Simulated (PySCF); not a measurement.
Electron correlation in Sm⁴⁷⁺ (samarium, charge +47)

[Ne] 3s2 3p3, high-spin 4S determinant. All numbers are calculated (PySCF 2.14, the non-relativistic Hamiltonian (point nucleus), in an even-tempered Gaussian basis (16 s from 10 bohr⁻², ratio 2.5; 10 p from 14 bohr⁻², ratio 2.5; 4 d from 54 bohr⁻², ratio 2.7; 4 f from 80 bohr⁻², ratio 2.7)). Frozen: 1s2; 13 electrons correlated; the 17 highest virtual orbitals of each spin left out.

```
  level  correlation energy (mhartree)
   CCSD                        -521.24
    (T)                          -0.83
CCSD(T)                        -522.07
```

Diagnostics: T1 = 0.00022, D1 = 0.0007, largest double amplitude 0.022.

Task: Is a single reference adequate?

Result: Yes, within this model without spin-orbit coupling: T1 lies below 0.03 and no double amplitude reaches 0.07.

At this charge a non-relativistic calculation is a model, useful for the Z dependence of the correlation energy.

Spin-orbit coupling is strong in this species, so the high-spin LS determinant is a model state.
